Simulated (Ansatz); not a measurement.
Molecule: C₄H₅GeO, charge 0, multiplicity 2. It need not be the lowest isomer of its formula. SMILES: [GeH2][c]1occc1
Structure (B3LYP-D3(BJ)/def2-TZVP (Ansatz, an electronic-structure program) minimum search):
```
C
C 1 1.3718
H 2 1.0772 1 125.64
O 1 1.3772 2 108.46 3 179.59
C 4 1.3559 1 107.66 2 1.00
C 5 1.3591 4 110.54 1 -0.55
H 5 1.0759 4 116.16 1 178.97
H 6 1.0768 5 126.41 7 0.23
Ge 1 1.9264 2 132.51 3 6.02
H 9 1.5443 1 110.05 2 -149.27
H 9 1.5451 10 111.93 1 -119.53
```
Charge 0, spin multiplicity 2.

Parts of the frozen-core correlation energy in cc-pVQZ (Ansatz, hartree). Frozen orbitals: 19; correlated occupied orbitals by spin: 16 and 15; virtual: 458 and 459. Open shells are spin-unrestricted. Spin-orbit coupling is left out. No relativistic terms.

| term | value |
|---|---|
| reference (HF) | -2304.68386 |
| MP2 opposite-spin | ___ |
| MP2 same-spin | -0.24419 |
| CCSD correlation | ___ |
| (T) | ___ |
| T1 diagnostic | 0.033 |
| largest doubles amplitude | 0.025 |
| <S^2> of the reference | 0.999 |

Q: What belongs in the gaps?

A: 
- MP2 opposite-spin, value: -0.76380
- CCSD correlation, value: -1.03931
- (T), value: -0.05436
